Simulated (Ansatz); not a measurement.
Basis-set extrapolation for `C/C=C1\N[SiH2]O1` (PBE0-D4/def2-TZVP geometry, frozen core, the Gaussian-basis code of Ansatz). Multiplicity 1, RHF reference.

|  | def2-TZVPP | def2-QZVPP |
| --- | --- | --- |
| HF | -536.054872 | -536.075711 |
| MP2 correlation | -1.044513 | -1.118483 |
| CCSD(T) correlation | -1.129616 | not run |

Energies in hartree. Use E(X) = E(∞) + A·exp(−7.88·√X) for Hartree–Fock and E(X) = E(∞) + B·X^(−2.97) for correlation, with X = 3 and 4, and add CCSD(T) minus MP2 of the smaller set to the MP2 limit.

Q: What is the CCSD(T) energy at the basis-set limit?

A: HF limit: -536.075711 + (-0.020839) × 0.13774 = -536.07858. MP2 limit: -1.118483 + (-0.073970) × 0.74074 = -1.17328. Higher-order term: -1.129616 − (-1.044513) = -0.08510. Total: -537.33696 hartree, 400.3 kJ/mol below CCSD(T)/def2-TZVPP.
